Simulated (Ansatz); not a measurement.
`[CH3][Sn+]([CH3])[CH3]`. The species carries charge 1 and has multiplicity 1. Sn: def2 effective core potential.

Z-matrix (Å, degrees):
```
C
Sn 1 2.109
H 1 1.092 2 108.6
H 1 1.092 2 108.7 3 -117.5
H 1 1.088 2 110.7 3 121.2
C 2 2.109 1 118.8 3 58.9
C 2 2.108 1 119.9 3 -121.1
H 6 1.092 2 108.6 1 59.6
H 6 1.092 2 108.7 1 -57.9
H 6 1.088 2 110.7 1 -179.2
H 7 1.092 2 108.5 1 -58.7
H 7 1.088 2 110.8 1 -180.0
H 7 1.092 2 108.5 1 58.7
```

List the harmonic frequencies (cm⁻¹, unscaled) at PBE0-D4/def2-TZVP in Ansatz. (Estimate.)

Computed: 34i, 24i, 20, 131, 132, 133, 515, 562, 565, 670, 698, 729, 801, 821, 829, 1233, 1234, 1249, 1422, 1423, 1428, 1430, 1435, 1440, 3060, 3060, 3062, 3147, 3148, 3149, 3188, 3189, 3189.
